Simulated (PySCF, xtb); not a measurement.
H₂OSSi, neutral, multiplicity 1. Atoms are numbered in the order given.

```xyz
5

Si     0.7037    -0.6372     0.0000
O     -0.6247    -1.6202     0.0000
H     -1.5295    -1.2886     0.0000
S     -0.2638     1.3231     0.0000
H      0.8962     2.0009     0.0000
```

Geometry: B3LYP-D3(BJ)/def2-TZVP. The values are those of a single conformer.

The numbers are results of PySCF 2.14.0 with C-PCM-B3LYP/def2-SVP, not measurements.

The values are the electrostatic part of the solvation free energy, E(continuum) − E(gas) at the gas-phase geometry, in a cavity of scaled van der Waals radii (PySCF's table); cavitation and dispersion terms are not included. In vacuum the orbital gap is 4.97 eV. The dipole moment in vacuum is 0.73 D.

```csv
solvent,ε,ΔG(elec) (kcal/mol),dipole (D),gap (eV)
water,78.36,-5.0,0.92,5.03
2-propanol,19.26,-4.8,0.91,5.03
"N,N-dimethylformamide",37.22,-4.9,0.92,5.03
```

For comparison, GFN2-xTB/ALPB(water) (xtb, at the GFN2-xTB geometry, all terms of that model) gives -2.3 kcal/mol.
